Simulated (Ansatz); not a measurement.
Geometry optimisation, RKS PBE-D4/def2-SVP in Ansatz 0.2.0.

Input file:

```yaml
crystal:
  periodic: [false, false, false]
  atoms:
    - { symbol: S, position_ang: [-0.6971, 1.4384, -0.5067] }
    - { symbol: B, position_ang: [-0.2377, -0.2447, 0.0291] }
    - { symbol: S, position_ang: [-1.56846, -1.5171, 0.20803] }
    - { symbol: Cl, position_ang: [1.4381, -0.70816, 0.40852] }
    - { symbol: H, position_ang: [-0.5679, 1.15, -1.8938] }
    - { symbol: H, position_ang: [-1.44681, -1.94206, -1.14151] }
basis:
  gaussian: { orbitals: def2-SVP }
hamiltonian:
  xc: pbe
  dispersion: d4
relax:
  f_tol: 0.015
  max_steps: 40
```

Command:

```bash
$ ansatz run input.yaml --threads 1 --pin off --max-ram 2048MiB --backend cpu --events-out ev --progress --plain --runs-dir out
```

**Question.** Where does it end, and by what steps?

**Answer.** It converged. After 12 steps the energy has fallen by 1.234 eV; H6 moved furthest, 0.78 Å.

```
step  energy less start (eV)  largest force component (eV/Å)  accepted
   0                  0.0000                           1.293       yes
   1                 -0.0096                           1.618       yes
   2                 -0.1180                           0.697       yes
   3                 -0.1822                           0.462       yes
   4                 -0.3465                           0.951       yes
   5                 -0.5075                           1.661       yes
   6                 -0.8987                           1.130       yes
   7                 -1.1925                           0.364       yes
   8                 -1.2070                           0.515       yes
   9                 -1.2330                           0.043       yes
  10                 -1.2334                           0.028       yes
  11                 -1.2334                           0.028       yes
  12                 -1.2335                           0.002       yes
```

```xyz
6
Properties=species:S:1:pos:R:3
S -0.159 1.228 -0.925
B -0.010 -0.352 -0.054
S -1.061 -1.818 -0.205
Cl 1.336 -0.480 1.092
H -1.260 0.925 -1.668
H -1.926 -1.327 -1.136
```

The run took 29 s on 1 CPU thread of a shared host.
